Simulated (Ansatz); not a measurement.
Input for Ansatz (an electronic-structure program): SC-NEVPT2 on CASSCF(2,2)/def2-TZVPP on AlFHI (SMILES [F][AlH][I]), a point of a bond scan (R = 4.210 Å). Elements past Kr take the def2 small-core potentials; no spin–orbit coupling.

Ansatz 0.2 input:
```yaml
crystal:
  periodic: [false, false, false]
  atoms:
    - {symbol: Al, position_ang: [-0.15957705, -0.93431310, -1.31851792]}
    - {symbol: F, position_ang: [-1.73146193, -1.33495906, -1.60854745]}
    - {symbol: H, position_ang: [2.83173616, -2.35601846, -3.91720644]}
    - {symbol: I, position_ang: [0.31527061, 0.48342589, 0.63959727]}
basis:
  gaussian:
    orbitals: def2-TZVPP
    pivot_positions_ang: [[-0.15957705, -0.93431310, -1.31851792], [-1.73146193, -1.33495906, -1.60854745], [2.83173616, -2.35601846, -3.91720644], [0.31527061, 0.48342589, 0.63959727]]
magnetization: {spin_polarized: false}
correlation: {method: sc_nevpt2, electrons: outside_noble_gas, active_space: {window: {electrons: 2, orbitals: 2}}}
output: {orbitals: {seedname: ./end}}
```

Program output:

```
WARN ansatz: RAYON_NUM_THREADS=1 ignored (pool sized by the plan → 1); use --threads N
Functional definition: HF
integrals: 0.08 GiB planned
1065 factors; integrals over basis functions are off by at most 3.6e-4 eV
mean field: 0.41 GiB planned
mean field evaluation 1: about -17372.7104 eV, gradient 3.3e1 eV
mean field evaluation 2: about -17372.7676 eV, gradient 3.3e1 eV
mean field evaluation 4: about -17376.0881 eV, gradient 5.3e0 eV
mean field evaluation 8: about -17376.2343 eV, gradient 6.0e-1 eV
mean field evaluation 16: about -17373.3136 eV, gradient 1.1e1 eV
mean field -17376.23642695 eV, -638.5649106542 hartree, gradient 9.3e-6 eV, S^2 0.000000; 2 other end points of the search recorded, 0 dependent functions left out; unrestricted orbitals would lower it
reference -17376.23642695 eV, -638.5649106542 hartree; 24, 24 occupied and 113, 113 virtual orbitals, 1065 factors
configuration interaction: 0.19 GiB planned
configuration interaction: 0.00 GiB planned
state -17379.55476086 eV, -638.6868571762 hartree
state -17379.55476086 eV, -638.6868571762 hartree; corrected -17391.44355413 eV, -639.1237622706 hartree
Total energy: -17391.44355413 eV, -639.1237622706 hartree
```

Self-consistency was reached.

Cost: very roughly 16 core-seconds.
